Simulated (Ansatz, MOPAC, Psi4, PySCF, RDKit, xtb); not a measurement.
Noncovalent pair: H4SeSi (SMILES [SiH3][SeH]) (first 6 atoms) with HF (SMILES F); geometry from B3LYP-D3(BJ)/def2-TZVP, rigid monomers moved along the line of their centres of mass till Se2···H8 is 3.29 Å.
(charge 0, multiplicity 1):
```xyz
8

Si     0.61403    -1.35464     0.86011
Se    -0.47344     0.68384     0.98736
H      0.05015    -2.15992    -0.24271
H      2.01750    -0.99594     0.57953
H      0.48859    -2.07773     2.13964
H     -1.75220     0.08040     1.39748
F      1.14749     0.90474     4.86502
H      0.69650     1.01427     4.04778
```

```json
[
 {"level": "UFF", "interaction energy (kcal/mol)": "-0.44", "minus CCSD(T)/CBS(def2-SVPD, def2-TZVPPD)": "2.09", "cost": "-"},
 {"level": "GFN-FF", "interaction energy (kcal/mol)": "-2.70", "minus CCSD(T)/CBS(def2-SVPD, def2-TZVPPD)": "-0.16", "cost": "-"},
 {"level": "AM1", "interaction energy (kcal/mol)": "-0.72", "minus CCSD(T)/CBS(def2-SVPD, def2-TZVPPD)": "1.81", "cost": "-"},
 {"level": "PM6", "interaction energy (kcal/mol)": "-0.57", "minus CCSD(T)/CBS(def2-SVPD, def2-TZVPPD)": "1.96", "cost": "-"},
 {"level": "PM7", "interaction energy (kcal/mol)": "-0.79", "minus CCSD(T)/CBS(def2-SVPD, def2-TZVPPD)": "1.74", "cost": "-"},
 {"level": "GFN1-xTB", "interaction energy (kcal/mol)": "-0.98", "minus CCSD(T)/CBS(def2-SVPD, def2-TZVPPD)": "1.55", "cost": "-"},
 {"level": "HF/STO-3G (no counterpoise)", "interaction energy (kcal/mol)": "-1.11", "minus CCSD(T)/CBS(def2-SVPD, def2-TZVPPD)": "1.42", "cost": "-"},
 {"level": "HF/3-21G (no counterpoise)", "interaction energy (kcal/mol)": "-2.60", "minus CCSD(T)/CBS(def2-SVPD, def2-TZVPPD)": "-0.06", "cost": "-"},
 {"level": "HF/6-31G*", "interaction energy (kcal/mol)": "-2.27", "minus CCSD(T)/CBS(def2-SVPD, def2-TZVPPD)": "0.27", "cost": "-"},
 {"level": "HF/def2-SVPD", "interaction energy (kcal/mol)": "-2.36", "minus CCSD(T)/CBS(def2-SVPD, def2-TZVPPD)": "0.18", "cost": "-"},
 {"level": "HF/def2-TZVPPD", "interaction energy (kcal/mol)": "-2.15", "minus CCSD(T)/CBS(def2-SVPD, def2-TZVPPD)": "0.38", "cost": "-"},
 {"level": "PBE/def2-TZVPPD", "interaction energy (kcal/mol)": "-2.70", "minus CCSD(T)/CBS(def2-SVPD, def2-TZVPPD)": "-0.17", "cost": "×1"},
 {"level": "PBE-D3(BJ)/def2-TZVPPD", "interaction energy (kcal/mol)": "-3.12", "minus CCSD(T)/CBS(def2-SVPD, def2-TZVPPD)": "-0.59", "cost": "×1"},
 {"level": "PBE-D4/def2-TZVPPD", "interaction energy (kcal/mol)": "-3.01", "minus CCSD(T)/CBS(def2-SVPD, def2-TZVPPD)": "-0.48", "cost": "×1"},
 {"level": "BP86/6-31G* (no counterpoise)", "interaction energy (kcal/mol)": "-2.57", "minus CCSD(T)/CBS(def2-SVPD, def2-TZVPPD)": "-0.04", "cost": "-"},
 {"level": "r2SCAN/def2-TZVPPD", "interaction energy (kcal/mol)": "-2.63", "minus CCSD(T)/CBS(def2-SVPD, def2-TZVPPD)": "-0.10", "cost": "×2"},
 {"level": "r2SCAN-D3(BJ)/def2-TZVPPD", "interaction energy (kcal/mol)": "-2.84", "minus CCSD(T)/CBS(def2-SVPD, def2-TZVPPD)": "-0.30", "cost": "×2"},
 {"level": "r2SCAN-D4/def2-TZVPPD", "interaction energy (kcal/mol)": "-2.79", "minus CCSD(T)/CBS(def2-SVPD, def2-TZVPPD)": "-0.25", "cost": "×2"},
 {"level": "B3LYP/3-21G (no counterpoise)", "interaction energy (kcal/mol)": "-2.94", "minus CCSD(T)/CBS(def2-SVPD, def2-TZVPPD)": "-0.40", "cost": "-"},
 {"level": "B3LYP/6-31G*", "interaction energy (kcal/mol)": "-2.49", "minus CCSD(T)/CBS(def2-SVPD, def2-TZVPPD)": "0.04", "cost": "-"},
 {"level": "B3LYP/6-31G* (no counterpoise)", "interaction energy (kcal/mol)": "-2.88", "minus CCSD(T)/CBS(def2-SVPD, def2-TZVPPD)": "-0.34", "cost": "-"},
 {"level": "B3LYP/def2-TZVPPD", "interaction energy (kcal/mol)": "-2.27", "minus CCSD(T)/CBS(def2-SVPD, def2-TZVPPD)": "0.27", "cost": "×1"},
 {"level": "B3LYP-D3(BJ)/def2-TZVPPD", "interaction energy (kcal/mol)": "-2.93", "minus CCSD(T)/CBS(def2-SVPD, def2-TZVPPD)": "-0.40", "cost": "×1"},
 {"level": "B3LYP-D4/def2-TZVPPD", "interaction energy (kcal/mol)": "-2.71", "minus CCSD(T)/CBS(def2-SVPD, def2-TZVPPD)": "-0.18", "cost": "×1"},
 {"level": "PBE0/def2-TZVPPD", "interaction energy (kcal/mol)": "-2.56", "minus CCSD(T)/CBS(def2-SVPD, def2-TZVPPD)": "-0.03", "cost": "×1"},
 {"level": "PBE0-D3(BJ)/def2-TZVPPD", "interaction energy (kcal/mol)": "-2.99", "minus CCSD(T)/CBS(def2-SVPD, def2-TZVPPD)": "-0.46", "cost": "×1"},
 {"level": "M06-2X/6-31G* (no counterpoise)", "interaction energy (kcal/mol)": "-2.97", "minus CCSD(T)/CBS(def2-SVPD, def2-TZVPPD)": "-0.44", "cost": "-"},
 {"level": "wB97X-V/def2-TZVPPD", "interaction energy (kcal/mol)": "-2.73", "minus CCSD(T)/CBS(def2-SVPD, def2-TZVPPD)": "-0.19", "cost": "×3"},
 {"level": "wB97M-V/def2-TZVPPD", "interaction energy (kcal/mol)": "-2.68", "minus CCSD(T)/CBS(def2-SVPD, def2-TZVPPD)": "-0.15", "cost": "×3"},
 {"level": "MP2/6-31G*", "interaction energy (kcal/mol)": "-2.50", "minus CCSD(T)/CBS(def2-SVPD, def2-TZVPPD)": "0.04", "cost": "-"},
 {"level": "MP2/6-31G* (no counterpoise)", "interaction energy (kcal/mol)": "-3.03", "minus CCSD(T)/CBS(def2-SVPD, def2-TZVPPD)": "-0.50", "cost": "-"},
 {"level": "MP2/def2-TZVPPD", "interaction energy (kcal/mol)": "-2.52", "minus CCSD(T)/CBS(def2-SVPD, def2-TZVPPD)": "0.02", "cost": "-"},
 {"level": "MP2/CBS(def2-SVPD, def2-TZVPPD)", "interaction energy (kcal/mol)": "-2.55", "minus CCSD(T)/CBS(def2-SVPD, def2-TZVPPD)": "-0.02", "cost": "-"},
 {"level": "SCS-MP2/def2-SVPD", "interaction energy (kcal/mol)": "-2.49", "minus CCSD(T)/CBS(def2-SVPD, def2-TZVPPD)": "0.04", "cost": "-"},
 {"level": "SCS-MP2/def2-TZVPPD", "interaction energy (kcal/mol)": "-2.36", "minus CCSD(T)/CBS(def2-SVPD, def2-TZVPPD)": "0.17", "cost": "-"},
 {"level": "CCSD/def2-TZVPPD", "interaction energy (kcal/mol)": "-2.41", "minus CCSD(T)/CBS(def2-SVPD, def2-TZVPPD)": "0.12", "cost": "-"},
 {"level": "CCSD(T)/def2-SVPD", "interaction energy (kcal/mol)": "-2.61", "minus CCSD(T)/CBS(def2-SVPD, def2-TZVPPD)": "-0.07", "cost": "×3"},
 {"level": "CCSD(T)/def2-TZVPPD", "interaction energy (kcal/mol)": "-2.49", "minus CCSD(T)/CBS(def2-SVPD, def2-TZVPPD)": "0.04", "cost": "×90*"},
 {"level": "CCSD(T)/CBS(def2-SVPD, def2-TZVPPD)", "interaction energy (kcal/mol)": "-2.53", "minus CCSD(T)/CBS(def2-SVPD, def2-TZVPPD)": "0.00", "cost": "×90*"},
 {"level": "SAPT0/aug-cc-pVDZ", "interaction energy (kcal/mol)": "-2.86", "minus CCSD(T)/CBS(def2-SVPD, def2-TZVPPD)": "-0.33", "cost": "-"}
]
```

 The comparison column counts from a level with limits of its own.

The rows run from -3.12 (PBE-D3(BJ)/def2-TZVPPD) to -0.44 kcal/mol (UFF). In def2-TZVPPD the value moves HF -2.15, MP2 -2.52, CCSD -2.41, CCSD(T) -2.49, a shift of -0.34 from HF to CCSD(T). From def2-SVPD to def2-TZVPPD CCSD(T) changes by 0.11. The dispersion term adds -0.42 in PBE-D3(BJ), -0.31 in PBE-D4, -0.20 in r2SCAN-D3(BJ). The 6 functionals in def2-TZVPPD without D3 or D4 span 0.46, from wB97X-V to B3LYP.

Monomers are frozen at their geometry in the pair; levels with a basis set take the counterpoise correction. Rows marked so take none. RDKit's UFF carries no charges.

Correlated levels freeze the cores. Filled d and f shells under p-block atoms count as core. CBS(a, b) extrapolates the correlation energy as X⁻³ and adds the Hartree–Fock energy of set b. Rows in 3-21G, 6-31G*, STO-3G carry no dispersion term and start afresh at each structure (6-31G* with six Cartesian d functions); the Pople sets are all-electron and without relativity. MP2/6-31G* freezes PySCF's default core, which leaves 3d correlated. The state reached by AM1, PM6, PM7 isn't checked; PM7 holds dispersion and hydrogen-bond terms.

Programs: Ansatz (an electronic-structure program) with Gaussian orbitals; MOPAC for AM1, PM6, PM7 (differences of heats of formation); Psi4 for SAPT; PySCF for 3-21G rows, 6-31G* rows, STO-3G rows, the dispersion terms; RDKit for the force fields; xtb for the GFN methods. 

Costs are rough ratios of core time to PBE/def2-TZVPPD (about 7 s over the structures, on one shared machine); a dash marks a level with no comparable run of its own. A star marks coupled-cluster runs past 200 virtual orbitals, where the program's memory plan changes under this machine's limit, so their costs aren't comparable with smaller runs.
